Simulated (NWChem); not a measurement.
System: C₂H₅BO₃; SMILES C1OB(CO)O1

Input file for NWChem:

```
start job
memory heap 200 mb stack 900 mb global 1100 mb
geometry units angstroms noautosym nocenter noautoz
  O      0.411436    -2.313762    -0.161378
  C     -0.647179    -1.414404     0.069392
  B     -0.231466     0.090753    -0.002428
  O     -0.962021     1.267114    -0.015391
  C      0.314673     1.883160    -0.031340
  O      1.032453     0.658126    -0.018155
  H      1.186969    -1.990147     0.308142
  H     -1.157846    -1.599397     1.040857
  H     -1.424965    -1.604514    -0.691047
  H      0.502621     2.490727     0.869528
  H      0.492812     2.465256    -0.950661
end
basis spherical
  * library def2-svp
end
dft
  xc b3lyp
  iterations 150
  mulliken
end
task dft energy
esp
  recalculate
  probe 0.07
  range 0.3
  factor 1.0
  spacing 0.02
end
task esp
```

NWChem printed, in part:

```
             Northwest Computational Chemistry Package (NWChem) 7.3.0
             --------------------------------------------------------

                             Geometry "geometry" -> ""
                             -------------------------

 Output coordinates in angstroms (scale by  1.889725989 to convert to a.u.)

  No.       Tag          Charge          X              Y              Z
 ---- ---------------- ---------- -------------- -------------- --------------
    1 O                    8.0000     0.41143600    -2.31376200    -0.16137800
    2 C                    6.0000    -0.64717900    -1.41440400     0.06939200
    3 B                    5.0000    -0.23146600     0.09075300    -0.00242800
    4 O                    8.0000    -0.96202100     1.26711400    -0.01539100
    5 C                    6.0000     0.31467300     1.88316000    -0.03134000
    6 O                    8.0000     1.03245300     0.65812600    -0.01815500
    7 H                    1.0000     1.18696900    -1.99014700     0.30814200
    8 H                    1.0000    -1.15784600    -1.59939700     1.04085700
    9 H                    1.0000    -1.42496500    -1.60451400    -0.69104700
   10 H                    1.0000     0.50262100     2.49072700     0.86952800
   11 H                    1.0000     0.49281200     2.46525600    -0.95066100

 Effective nuclear repulsion energy (a.u.)     228.6886054460

                                 NWChem DFT Module
                                 -----------------

 Summary of "ao basis" -> "ao basis" (spherical)
 ------------------------------------------------------------------------------
       Tag                 Description            Shells   Functions and Types
 ---------------- ------------------------------  ------  ---------------------
 O                          def2-svp                 6       14   3s2p1d
 C                          def2-svp                 6       14   3s2p1d
 B                          def2-svp                 6       14   3s2p1d
 H                          def2-svp                 3        5   2s1p

            General Information
            -------------------
          SCF calculation type: DFT
          Wavefunction type:  closed shell.
          No. of atoms     :    11
          No. of electrons :    46
           Alpha electrons :    23
            Beta electrons :    23
          Charge           :     0
          Spin multiplicity:     1
          Use of symmetry is: off; symmetry adaption is: off
          Maximum number of iterations: 150
          AO basis - number of functions:   109
                     number of shells:    51
          Convergence on energy requested:  1.00D-06
          Convergence on density requested:  1.00D-05
          Convergence on gradient requested:  5.00D-04

              XC Information
              --------------
                         B3LYP Method XC Potential
                     Hartree-Fock (Exact) Exchange  0.200
                        Slater Exchange Functional  0.800 local
                    Becke 1988 Exchange Functional  0.720 non-local
              Lee-Yang-Parr Correlation Functional  0.810
                  VWN I RPA Correlation Functional  0.190 local

             Grid Information
             ----------------
          Grid used for XC integration:  medium
          Radial quadrature: Mura-Knowles
          Angular quadrature: Lebedev.
          Tag              B.-S. Rad. Rad. Pts. Rad. Cut. Ang. Pts.
          ---              ---------- --------- --------- ---------
          O                   0.60       49          12.0       434
          C                   0.70       49          11.0       434
          B                   0.85       49           8.0       434
          H                   0.35       45          12.0       434
          Grid pruning is: on
          Number of quadrature shells:   519
          Spatial weights used:  Erf1

      Superposition of Atomic Density Guess
      -------------------------------------

 Sum of atomic energies:        -326.32347238

      Non-variational initial energy
      ------------------------------

 Total energy =    -329.478955
 1-e energy   =    -898.803574
 2-e energy   =     340.636014
 HOMO         =      -0.353600
 LUMO         =       0.073229

     ---------------------------------------------
      Total Density - Mulliken Population Analysis
     ---------------------------------------------

    Atom       Charge   Shell Charges
 -----------   ------   -------------------------------------------------------
    1 O    8     8.61   1.99  1.10  0.65  3.01  1.86  0.01
    2 C    6     5.90   1.99  0.94  0.15  1.89  0.88  0.05
    3 B    5     4.55   1.99  0.84  0.14  1.18  0.23  0.18
    4 O    8     8.62   1.99  1.11  0.66  3.04  1.80  0.01
    5 C    6     5.35   1.99  0.91  0.14  1.60  0.62  0.08
    6 O    8     8.62   1.99  1.12  0.66  3.04  1.80  0.01
    7 H    1     0.67   0.54  0.07  0.06
    8 H    1     0.90   0.68  0.20  0.02
    9 H    1     0.90   0.68  0.20  0.02
   10 H    1     0.94   0.70  0.22  0.02
   11 H    1     0.94   0.70  0.22  0.02

   convergence    iter        energy       DeltaE   RMS-Dens  Diis-err
 ---------------- ----- ----------------- --------- --------- ---------
 d= 0,ls=0.0,diis     1   -329.4061217777 -5.58D+02  1.42D-02  1.17D+00
 d= 0,ls=0.0,diis     2   -329.3442670018  6.19D-02  7.21D-03  2.09D+00
 d= 0,ls=0.0,diis     3   -329.5424668867 -1.98D-01  1.08D-03  3.14D-02
 d= 0,ls=0.0,diis     4   -329.5448202109 -2.35D-03  4.31D-04  4.36D-03
 d= 0,ls=0.0,diis     5   -329.5452639330 -4.44D-04  9.70D-05  2.38D-04
  Resetting Diis
 d= 0,ls=0.0,diis     6   -329.5452862509 -2.23D-05  3.39D-05  3.69D-05
 d= 0,ls=0.0,diis     7   -329.5452895615 -3.31D-06  2.02D-05  2.55D-06
 d= 0,ls=0.0,diis     8   -329.5452890647  4.97D-07  1.27D-05  7.89D-06
 d= 0,ls=0.0,diis     9   -329.5452898069 -7.42D-07  1.61D-06  6.77D-08

         Total DFT energy =     -329.545289806930
      One electron energy =     -903.301850402925
           Coulomb energy =      387.715844588471
    Exchange-Corr. energy =      -42.647889438456
 Nuclear repulsion energy =      228.688605445980

 Numeric. integr. density =       45.999999696234

                       DFT Final Molecular Orbital Analysis
                       ------------------------------------

 Vector   21  Occ=2.000000D+00  E=-3.298693D-01
              MO Center=  1.4D-01,  8.7D-01, -2.5D-02, r^2= 1.8D+00
   Bfn.  Coefficient  Atom+Function         Bfn.  Coefficient  Atom+Function
  ----- ------------  ---------------      ----- ------------  ---------------
    76      0.484020   6 O  pz               48     -0.427602   4 O  pz
    79      0.366015   6 O  pz               51     -0.326086   4 O  pz
     6      0.051188   1 O  pz               96      0.051101   9 H  s
     3     -0.045713   1 O  s                95      0.040879   9 H  s
    41     -0.038839   3 B  d  1             19     -0.033760   2 C  py

 Vector   22  Occ=2.000000D+00  E=-3.188835D-01
              MO Center= -1.8D-01, -1.1D+00, -1.7D-01, r^2= 3.7D+00
   Bfn.  Coefficient  Atom+Function         Bfn.  Coefficient  Atom+Function
  ----- ------------  ---------------      ----- ------------  ---------------
     5      0.277341   1 O  py                6      0.256145   1 O  pz
    19     -0.236720   2 C  py               95      0.227943   9 H  s
    48      0.224982   4 O  pz                3     -0.198058   1 O  s
    33     -0.193785   3 B  py                8      0.192467   1 O  py
    85      0.175280   7 H  s                 9      0.171038   1 O  pz

[...]

                     NWChem Electrostatic Potential Fit Module
                     -----------------------------------------

 Atom parameters

 Number of atoms is                                   11
 Number of basis functions is                        109

 Grid parameters

 Maximum number of grid points is                  41485
 Number of grid points is                          41484
 Grid range                                     0.300000 nm
 Grid spacing                                   0.020000 nm
 Probe radius                                   0.070000 nm
 Atom radius factor                             1.000000

 Atomic radii

    1    0.100000
    5    0.158000
    6    0.147000
    8    0.136000
 FASTESP  F
  using M.O. file = ./job.movecs

    Atom              Coordinates                           Charge

                                                  ESP

    1 O     0.041144   -0.231376   -0.016138   -0.616852
    2 C    -0.064718   -0.141440    0.006939    0.272189
    3 B    -0.023147    0.009075   -0.000243    0.520728
    4 O    -0.096202    0.126711   -0.001539   -0.579778
    5 C     0.031467    0.188316   -0.003134    0.698994
    6 O     0.103245    0.065813   -0.001816   -0.562410
    7 H     0.118697   -0.199015    0.030814    0.371866
    8 H    -0.115785   -0.159940    0.104086   -0.040007
    9 H    -0.142497   -0.160451   -0.069105    0.012532
   10 H     0.050262    0.249073    0.086953   -0.041422
   11 H     0.049281    0.246526   -0.095066   -0.035839
                                            ------------
                                               -0.000000

 Dipole moment                                  0.862190

 Quadrupole moment Qxx                         -1.956293
                   Qyy                         -1.398502
                   Qzz                          3.354795

 RMS deviation kJ/mol                           0.055706

 RRMS %                                        24.886073
```

Level: B3LYP/def2-SVP. Coordinates come from a PBE0/def2-SVP optimisation.
